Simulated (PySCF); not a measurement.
**Which determinant of Be₂⁺ lies lowest?**

Unrestricted PBE0; PySCF, no relativity, basis sets Be cc-pVDZ. Outer shells of the fragments: Be+ 2s1; Be 2s2.

Followed along the bond (rough minima from three points):

| 2Ms+1 | unpaired | ⟨S²⟩ at the start | R at minimum (Å) | Te (eV) |
| --- | --- | --- | --- | --- |
| 2 | σ ↑ | 0.78 | 2.22 | 0.00 |
| 2 | π ↑ | 0.75 | none in the scan | ≤ 1.33 |
| 4 | σ ↑↑, π ↑ | 3.75 | none in the scan | ≤ 3.53 |

Solutions found at the starting distance of 2.020 Å, counted from the lowest of them; the search is not exhaustive and high or unbound solutions are not listed, so other states can lie among these:

```json
{"2Ms+1": "2", "unpaired": "σ ↑", "term": "²Σ⁺", "E (eV)": "0.00", "⟨S²⟩": "0.78", "⟨Lz²⟩": "0.00"}
{"2Ms+1": "2", "unpaired": "π ↑", "term": "²Π", "E (eV)": "1.27", "⟨S²⟩": "0.75", "⟨Lz²⟩": "1.00"}
{"2Ms+1": "4", "unpaired": "σ ↑↑, π ↑", "term": "⁴Π", "E (eV)": "3.64", "⟨S²⟩": "3.75", "⟨Lz²⟩": "1.00"}
{"2Ms+1": "4", "unpaired": "σ ↑↑↑", "term": "⁴Σ⁺", "E (eV)": "4.09", "⟨S²⟩": "3.75", "⟨Lz²⟩": "0.00"}
{"2Ms+1": "4", "unpaired": "σ ↑, π ↑↑", "term": "⁴Σ⁻", "E (eV)": "4.35", "⟨S²⟩": "3.75", "⟨Lz²⟩": "0.00"}
{"2Ms+1": "2", "unpaired": "σ ↑↑, π ↓", "term": "mixed", "E (eV)": "4.99", "⟨S²⟩": "1.75", "⟨Lz²⟩": "1.00"}
```

A term symbol is given only where ⟨S²⟩ and ⟨Lz²⟩ are close to those of a pure state; real π, δ and φ orbitals otherwise mix terms, and g/u labels are left off.

Counting both spins, an empty level lies below a filled one in some of these solutions, because spin and occupation are held.
